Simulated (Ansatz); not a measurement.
Species: BiF2, charge 0, doublet. BiF2 (SMILES [F][Bi][F], doublet).
B3LYP-D3(BJ)/def2-TZVP minimum from Ansatz (a first-principles code):
```xyz
3

Bi    -0.1218    -0.0876     0.1883
F     -0.3250     1.6223    -0.8748
F      1.4481    -0.8140    -0.8620
```
Charge 0, spin multiplicity 2.

Total energies in hartree (Ansatz). Open shells are spin-unrestricted; no spin-orbit coupling. Cores are frozen in correlated methods (noble-gas shells, and filled d and f shells in the p block). Past Kr the def2 sets carry scalar-relativistic core potentials. Spin-orbit terms, left out, reach several kcal/mol for Br and I, and more for heavier atoms.

```csv
species,HF/def2-TZVPP,CCSD(T)/def2-TZVPP,HF/def2-QZVPP,CCSD(T)/def2-QZVPP,CCSD(T)/def2-SVP,CCSDT(Q)/def2-SVP
"1: BiF2 (SMILES [F][Bi][F], doublet)",-412.56542,-413.18778,-412.58003,-413.26049,-412.74960,-412.75168
2: Bi (quartet),-213.59378,-213.65641,-213.59451,-213.66150,-213.63907,-213.63920
3: F (doublet),-99.41180,-99.62506,-99.41589,-99.65118,-99.43472,-99.43491
```

Question: Work out the atomisation energy (electronic, to ground-state atoms) in kJ/mol: take Hartree-Fock from def2-QZVPP, extrapolate the CCSD(T) correlation energy as X^-3 (X = 3, 4), and add CCSDT(Q) - CCSD(T) in def2-SVP. 1 hartree = 2625.5 kJ/mol.

Answer: 
Species 1: correlation (64·(-0.68046) - 27·(-0.62236))/37 = -0.72286; step -0.00208; E1 = -412.58003 + (-0.72286) + (-0.00208) = -413.30497
Species 2: correlation (64·(-0.06699) - 27·(-0.06263))/37 = -0.07017; step -0.00013; E2 = -213.59451 + (-0.07017) + (-0.00013) = -213.66481
Species 3: correlation (64·(-0.23529) - 27·(-0.21326))/37 = -0.25137; step -0.00019; E3 = -99.41589 + (-0.25137) + (-0.00019) = -99.66745
-1·E1 +1·E2 +2·E3 = 0.30526 hartree = 801.5 kJ/mol.
